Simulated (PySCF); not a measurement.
Small edits and their spectra

Starting compound: `C=C[SiH2]C([SiH3])[SiH3]`, C3H12Si3.

1H NMR (500 MHz, computed): δ 6.57 (m, 1H), 6.44 (m, 1H), 6.23 (m, 1H), 4.50 (m, 2H), 4.06 (d, 6H), -0.74 (m, 1H). 13C{1H} NMR (computed): δ 142.7 (CH2), 142.0 (CH), -16.5 (CH).

PySCF 2.14.0 with density-fitted response routines calculation with geometry from GFN2-xTB and PBE0/pcSseg-1 with gauge-including orbitals; gas phase, one conformer, one averaged value for each set of equivalent atoms, non-relativistic.

Scale: 1H (σ = 31.72 ppm) and 13C (σ = 186.93 ppm) against TMS (reference shieldings calculated alike). Where no couplings were computed, multiplicities follow the n + 1 count of equivalent neighbours, and m marks all less simple cases (inequivalent or close neighbours, rings, F or P nearby). Shifts are as computed. Against solution values, carbons near 30 ppm lie about +3 ppm off and those near 130 ppm about +5 ppm. Of 1211 compounds with measured shifts, 218 miss one by over three times the rms of a fit or turn the order of signals round; such compounds aren't used in these exercises.

(1) What are the spectra after this edit: H on Si replaced by ethynyl, giving `C#C[Si@H](C=C)C([SiH3])[SiH3]`?

(2) What are the spectra after this edit: Si replaced by C, giving `C=C[SiH2][C@H](C)[SiH3]`?

Answers

(1) 1H NMR (500 MHz, computed): δ 6.70 (m, 1H), 6.49 (m, 1H), 6.33 (m, 1H), 5.10 (m, 1H), 4.11 (d, 3H), 4.03 (d, 3H), 2.07 (d, 1H), -0.63 (m, 1H). 13C{1H} NMR (computed): δ 146.5 (CH2), 137.0 (CH), 105.9 (CH), 87.8 (C), -14.5 (CH).

(2) 1H NMR (500 MHz, computed): δ 6.50 (m, 1H), 6.40 (m, 1H), 6.21 (m, 1H), 4.41 (m, 1H), 4.32 (m, 1H), 3.90 (d, 3H), 1.29 (d, 3H), 0.35 (m, 1H). 13C{1H} NMR (computed): δ 142.6 (CH2), 141.8 (CH), 15.4 (CH3), 2.3 (CH).
